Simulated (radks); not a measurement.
Ru III, configuration [Kr] 4d6 (the NIST ground configuration). All-electron calculation, Dirac Kohn-Sham, LDA (Slater exchange, Perdew-Wang correlation), spin-unpolarised, spherical densities, finite nucleus; open shells fill j = l - 1/2 first; Fermi nuclear charge, rms radius 4.4809 fm. Program: a radial shooting solver on a logarithmic mesh with Libxc functionals.

Normalised radial functions P(r) = r R(r) (large component), r in bohr:

```
   r/bohr * 4s1/2, o 4d5/2 (the largest magnitude, 1.08, reaches the edge; | marks zero, & curves that meet)
 0.002567                             o *
  0.00383                             o  *
 0.005713                             o   *
 0.008523                             o    *
  0.01282                             o     *
  0.01912                             o     *
  0.02852                             o   *
  0.04289                             *o
  0.06399                       *     | o
  0.09546                   *         |   o
   0.1424                       *     |      o
   0.2142                             |        *o
   0.3195                             |        o      *
   0.4766                             o*
   0.7168     *          o            |
    1.069  *     o                    |
    1.595          o     *            |
     2.38                  o        * |
    3.579                         o   *
    5.339                            o*
```

4s1/2: eigenvalue -96.453 eV, 3 radial nodes at r = 0.0423, 0.170, 0.481 bohr, <r> = 1.02 bohr, 90 % of the charge inside 1.48 bohr. 4d5/2: eigenvalue -24.157 eV, 1 radial node at r = 0.484 bohr, <r> = 1.54 bohr, 90 % of the charge inside 2.42 bohr.
